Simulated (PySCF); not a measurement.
hydrogen (H2), SMILES [H][H]. Geometry optimised at PBE-D3(BJ)/def2-TZVPD.

Computed with PBE-D3(BJ)/def2-TZVPD run with PySCF 2.14.0.

Harmonic wavenumbers (cm⁻¹): 4312. Rotational constants (GHz): 1774 (linear); symmetry number 2.

### Question
Work out the zero-point energy and the ideal-gas rigid-rotor harmonic-oscillator thermochemistry at 298.15 K and 1 atm.

### Answer
ZPE = ½ Σ hcν = ½ × 4312 cm⁻¹ = 25.79 kJ/mol. H − E(el) = 34.47 kJ/mol. Entropy in J/(mol K): translation 117.49, rotation 12.97, vibration 0.00, total 130.46. G − E(el) = -4.43 kJ/mol. Cp = 29.10 J/(mol K).
